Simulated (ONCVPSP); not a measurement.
Potentials for P (Z = 15) compared

Generated with ld1.x 7.5 (TM, RRKJ, ultrasoft, PAW), atompaw 4.2 or ONCVPSP 4.0.1. The cutoff is in Ry: for ld1.x and atompaw files where the sum of valence levels is converged to 10 mRy in a Bessel basis, for ONCV files where the hardest occupied wave has 1 mHa per electron of residual kinetic energy. The error is the largest all-electron minus pseudo excitation energy over each file’s own four to seven test configurations (ionisations up to +4, promotions, holes and added fractions of an electron), all of which were solved. The labels leave out finer settings (local radius, basis sizes, second energies), which also bear on the numbers. Spin-polarised tests are not counted. The rows are a selection from randomly drawn settings: files with unsolved tests, undetermined cutoffs or missed reference levels are left out.

A true bound ghost makes a file unfit for plane-wave use even where its test errors are small: the radial tests pick states by their node count and pass the ghost by.

```tsv
potential	cutoff (Ry)	largest error (meV)	bound ghosts
ONCV, LDA (Perdew-Wang 92), non-relativistic, rc 1.45/1.50/1.30 (spd), local smoothed, core correction yes, reference 3s2 3p2, qcut 4.7/6/7.4, projectors 2/1/2	23	+42	none
ONCV, PBE, non-relativistic, rc 0.85/0.90 (sp), local smoothed, core correction yes, reference 2s2 2p6 3s2 3p3, qcut 14.9/19, projectors 2/2	240	+8.9	none
ONCV, LDA (Perdew-Zunger), fully relativistic, rc 1.50/1.90/1.85 (spd), local smoothed, core correction yes, reference 3s2 3p3, qcut 4.1/4.5/5.1, projectors 3/1/2	31	+61	none
ONCV, PBE, non-relativistic, rc 0.95/0.80 (sp), local smoothed, core correction yes, reference 2s2 2p6 3s1.5 3p3.5, qcut 14.1/16.6, projectors 2/2	232	+12	none
ONCV, PBE, scalar-relativistic, rc 0.70/0.90/0.75 (spd), local smoothed, core correction yes, reference 2s2 2p6 3s2 3p3, qcut 16.4/13.6/13.8, projectors 2/2/2	188	+12	none
ONCV, LDA (Perdew-Wang 92), scalar-relativistic, rc 1.00/0.75 (sp), local smoothed, core correction yes, reference 2s2 2p6 3s2 3p2.5, qcut 10.5/20.1, projectors 2/2	293	+1.7	none
ONCV, Wu-Cohen, scalar-relativistic, rc 1.65/1.80/1.90 (spd), local smoothed, core correction yes, reference 3s2 3p3, qcut 5.1/4.3/4.9, projectors 3/3/1	21	+35	none
```

**Question.** Fill in the row for P: ONCV, PBE, scalar-relativistic, rc 1.00/0.95/1.00 (spd), local smoothed, core correction yes, reference 2s2 2p6 3s2 3p2.75, qcut 12/13.6/9.6, projectors 2/2/3.

**Answer.** cutoff 157 Ry, largest error +2.3 meV, bound ghosts: d.
